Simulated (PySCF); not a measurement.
CHF2, SMILES F[CH]F (connectivity only; charge and spin as stated), charge +1, multiplicity 1. Atoms are numbered in the order given.

```xyz
4

F      0.0000    -1.0526     0.2208
C      0.0000     0.0000    -0.4108
F      0.0000     1.0526     0.2208
H      0.0000     0.0000    -1.5091
```
Charge +1, spin multiplicity 1.

Coordinates come from a PBE0-D3(BJ)/def2-TZVP optimisation. The multiplicity is an assumed one; other spin states were not compared. The isomer is the one that the SMILES or the coordinates give; other isomers of the formula were not compared.

Level of theory: PySCF 2.14.0 with PBE0-D3(BJ)/def2-TZVP.

No scaling factor is applied to the harmonic values.

### Question
Give all harmonic wavenumbers and intensities. (The exact figures need the calculation; the answer reports its results.)

### Answer

| mode | ν (cm⁻¹) | IR (km/mol) | moving atoms (share of kinetic energy) |
|---|---|---|---|
| 1 | 677 | 31.6 | F 78 %, C 20 % |
| 2 | 1090 | 0.4 | H 58 %, C 37 % |
| 3 | 1319 | 52.6 | H 90 %, F 10 % |
| 4 | 1417 | 128.4 | F 47 %, C 46 % |
| 5 | 1677 | 360.1 | C 71 %, F 25 % |
| 6 | 3145 | 32.9 | H 90 %, C 10 % |
